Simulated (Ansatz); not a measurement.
I$_{4}$Zr, SMILES `[I][Zr]([I])([I])[I]`, relaxed with RKS PBE0-D4/def2-TZVP in the Gaussian-basis code of Ansatz from a PBE-D4/def2-SVP geometry. The force threshold is 0.005 eV/Å; the program also tests the step.

The species carries charge 0 and has multiplicity 1. I, Zr: def2 effective core potential.

Start:

```xyz
5

I    -0.121   -2.404   -1.205
Zr    0.000    0.000    0.000
I     1.314   -0.242    2.337
I     1.296    1.735   -1.599
I    -2.489    0.912    0.467
```

| step | energy (eV) | largest force (eV/Å) | largest move (Å) |
| --- | --- | --- | --- |
| 1 | -33693.9679 | 0.214 | 0.000 |
| 2 | -33693.9709 | 0.176 | 0.033 |
| 3 | -33693.9758 | 0.005 | 0.014 |
| 4 | -33693.9758 | 0.001 | 0.001 |

End:

```xyz
5

I    -0.128   -2.387   -1.198
Zr    0.000    0.000    0.000
I     1.310   -0.235    2.319
I     1.294    1.723   -1.583
I    -2.476    0.899    0.462
```

Run time 11 s (3 threads of an AMD EPYC 7R13 on a shared host and a share of an NVIDIA H100 80 GB); peak host memory 1 GiB.
